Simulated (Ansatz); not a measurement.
Reaction (isomerisation): `COC[SiH2]O` → `OCOC[SiH3]`

Isolated molecules relaxed with PBE0-D4/def2-TZVP in Ansatz; ΔE leaves out vibrations. CBS: MP2 limit from def2 TZ/QZ plus the TZ coupled-cluster correction, frozen cores. Functionals use def2-TZVPP. B3LYP here is the variant with VWN-RPA as its local correlation; programs differ in this. Each species was taken in one conformer, which may not be the lowest.

`COC[SiH2]O`:

```xyz
13

C     1.393    0.191    1.098
O     0.188    0.877    0.880
C    -0.179    0.924   -0.493
Si   -0.974   -0.716   -1.026
O    -1.885   -1.217    0.251
H     1.342   -0.854    0.763
H     2.227    0.678    0.574
H     1.589    0.208    2.170
H    -0.925    1.719   -0.582
H     0.676    1.218   -1.119
H     0.045   -1.745   -1.376
H    -1.844   -0.507   -2.212
H    -1.652   -0.776    1.073
```

`OCOC[SiH3]`:

```xyz
13

O    -1.932   -1.348   -0.416
C    -0.891   -0.712   -1.097
O     0.355   -0.916   -0.506
C     0.497   -0.280    0.762
Si    1.098    1.510    0.601
H    -1.776   -2.296   -0.454
H    -0.786   -1.083   -2.121
H    -1.161    0.350   -1.111
H     1.244   -0.853    1.320
H    -0.436   -0.345    1.333
H     1.190    2.120    1.955
H     0.160    2.317   -0.224
H     2.437    1.536   -0.042
```

| level | ΔE (kcal/mol) | difference from CCSD(T)/CBS |
| --- | --- | --- |
| PBE-D4 | 30.0 | -3.4 |
| r2SCAN-D4 | 32.5 | -0.9 |
| PBE0-D4 | 31.0 | -2.4 |
| B3LYP-D4 | 32.4 | -1.0 |
| ωB97X-V | 31.5 | -1.9 |
| ωB97M-V | 32.6 | -0.8 |
| B2PLYP | 32.9 | -0.5 |
| PBE | 29.7 | -3.7 |
| r2SCAN | 32.4 | -1.0 |
| PBE0 | 30.8 | -2.6 |
| B3LYP | 32.0 | -1.4 |
| HF/def2-TZVPP | 33.0 | -0.4 |
| MP2/def2-TZVPP | 34.3 | 0.9 |
| SCS-MP2/def2-TZVPP | 33.6 | 0.2 |
| CCSD/def2-TZVPP | 32.7 | -0.7 |
| CCSD(T)/def2-TZVPP | 32.4 | -1.0 |
| HF/def2-QZVPP | 33.3 | -0.1 |
| MP2/def2-QZVPP | 35.0 | 1.6 |
| SCS-MP2/def2-QZVPP | 34.4 | 1.0 |
| HF/CBS(def2) | 33.4 | 0.0 |
| MP2/CBS(def2) | 35.3 | 1.9 |
| CCSD/CBS(def2) | 33.7 | 0.3 |
| CCSD(T)/CBS | 33.4 | 0 |

Largest T1 diagnostic among the species: 0.012.

From PBE to PBE0 (25 % exact exchange), in def2-TZVPP and without D4, ΔE moves by +1.1 kcal/mol.
